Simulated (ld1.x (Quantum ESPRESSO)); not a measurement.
# Before and after: TM potential for silicon (Si)

| Item | Value |
| --- | --- |
| Element | silicon (Si) |
| Generator | ld1.x (Quantum ESPRESSO) 7.5 |
| Type | norm-conserving Troullier–Martins (Kleinman–Bylander form) |
| Functional | LDA (PZ) |
| Relativity | non-relativistic |
| Frozen core | [Ne] |
| Valence charge | 4 |
| Reference configuration | 3s2 3p2 |
| Partial waves | 3s (bound): rc 1.35 bohr; 3p (bound): rc 1.50 bohr; 3d channel at 0.25 Ry: rc 1.65 bohr |
| Local potential | the d channel |
| Core correction | a·sin(br)/r model core, default radius (core density twice the valence density) |

Change: all radii but the core radius scaled by about 0.79 (s 1.06, p 1.18, d 1.30 bohr).

Cutoffs: the cutoffs (Ry, on a coarse ladder) from which the occupation-weighted sum of valence levels, in a spherical-Bessel basis at the reference potential, stays within 10 and 1 mRy of its value at 400 Ry; they do not see the model core or the augmentation charge, which bear on the density cutoff. Errors are all-electron minus pseudo energies relative to the spin-unpolarised reference configuration.

Task: How do hardness, ghosts and transferability respond?

Result: The potential gets harder (40 Ry and 80 Ry → 160 Ry and 300 Ry); a bound ghost appears in s, which as a rule spoils a file; the number of tests that count goes from 9 to 3; of the 3 tests that both files solve, the error grows in 3 and shrinks in 0 by more than 15 % and 0.3 meV (median size 1.0 → 5.3 meV). A smaller radius makes the pseudo-wave follow the all-electron one further in, where it bends more sharply, so more plane waves are needed. That the errors move this way runs against the usual rule that smaller radii transfer better.

| quantity | base | changed |
| --- | --- | --- |
| cutoff, loose | 40 Ry | 160 Ry |
| cutoff, tight | 80 Ry | 300 Ry |
| loose cutoff by channel (10 mRy a level) | s 25 Ry, p 6 Ry | s 35 Ry, p 100 Ry |
| bound ghosts | none | s |
| tests counted (converged, no solver errors) | 9 of 9 | 3 of 9 |
| error for 3s2 3p1.5, meV [ΔE 2.97 eV] | +1.0 | +5.3 |
| error for 3s0 3p4, meV [ΔE 13.66 eV] | +1.9 | +21 |
| error for 3s2 3p2.3, meV [ΔE -0.96 eV] | +0.1 | +0.7 |

Changed file: Tests not counted: 3s2 3p1 (solver errors, printed error -41.9 eV); 3s2 3p0 (solver errors, printed error -22.0 eV); 3s1 3p0 (solver errors, printed error +2.0 eV); 3s1 3p2 (solver errors, printed error +6.9 eV); 3s2 3p2 (spin-polarised) (solver errors, printed error -2.2 eV); 3s2 3p1 (spin-polarised) (solver errors, printed error -12.1 eV). A true bound ghost makes a file unfit for plane-wave use even where its test errors are small: the radial tests pick states by their node count and pass the ghost by. Where a test does run into it, the solver fails or the error is huge.
